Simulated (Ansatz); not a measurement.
Abridged output of a molecular run in Ansatz:

```
Functional definition: HF
1766 factors; integrals over basis functions are off by at most 1.4e-3 eV
mean field evaluation 1: about -11310.5461 eV, gradient 4.5e1 eV
mean field evaluation 2: about -11310.7266 eV, gradient 4.5e1 eV
mean field evaluation 4: about -11315.6499 eV, gradient 4.2e0 eV
mean field evaluation 8: about -11315.7198 eV, gradient 2.7e-1 eV
mean field -11315.72016071 eV, -415.8450458355 hartree, gradient 2.4e-6 eV, S^2 0.000000; 0 other end points of the search recorded, 0 dependent functions left out
9 core orbitals not correlated: weight in the atoms' cores, before any rotation towards them, 1.000 or more for the frozen orbitals, at most 0.000 for the correlated occupied ones
reference -11315.72016071 eV, -415.8450458355 hartree; 15, 15 occupied and 282, 282 virtual orbitals, 1766 factors
second order -22.55848312 eV of doubles, -0.00000000 eV of singles
cycle   1  -23.43850812 eV  change   -8.8e-1 eV  update   9.1e-2
cycle   2  -24.00760932 eV  change   -5.7e-1 eV  update   2.7e-2
cycle   3  -24.08247794 eV  change   -7.5e-2 eV  update   1.0e-2
cycle   4  -24.07882785 eV  change    3.7e-3 eV  update   2.5e-3
cycle   5  -24.07904810 eV  change   -2.2e-4 eV  update   9.7e-4
cycle   6  -24.07902463 eV  change    2.3e-5 eV  update   3.0e-4
cycle   7  -24.07889723 eV  change    1.3e-4 eV  update   1.1e-4
cycle   8  -24.07888505 eV  change    1.2e-5 eV  update   5.0e-5
cycle   9  -24.07888895 eV  change   -3.9e-6 eV  update   2.0e-5
perturbative correction -0.91227183 eV, -0.0335253715 hartree
Total energy: -11340.71132150 eV, -416.7634540549 hartree
```

Its atoms:

Cartesian coordinates in Å:
```
C -0.323 -1.887 0.328
C -0.749 -1.188 -0.962
Al -0.472 0.748 -1.115
C 0.503 1.843 0.200
N 1.320 1.083 1.145
H 0.744 -1.755 0.522
H -0.519 -2.964 0.300
H -0.860 -1.493 1.197
H -0.233 -1.642 -1.821
H -1.812 -1.375 -1.166
H -1.085 1.508 -2.378
H -0.198 2.559 0.669
H 1.167 2.475 -0.407
H 1.749 1.685 1.837
H 0.768 0.402 1.649
```

(1) Which basis set was used?
A. cc-pV(D+d)Z
B. def2-TZVPPD
C. def2-TZVPP
D. def2-SVPD

(2) Write the keys of the input that set method, charge and spin (a neutral closed shell needs none for the last two).

## Answers

(1) C. It gives 306 functions.

(2) 
```yaml
correlation: {method: ccsd_t}
```
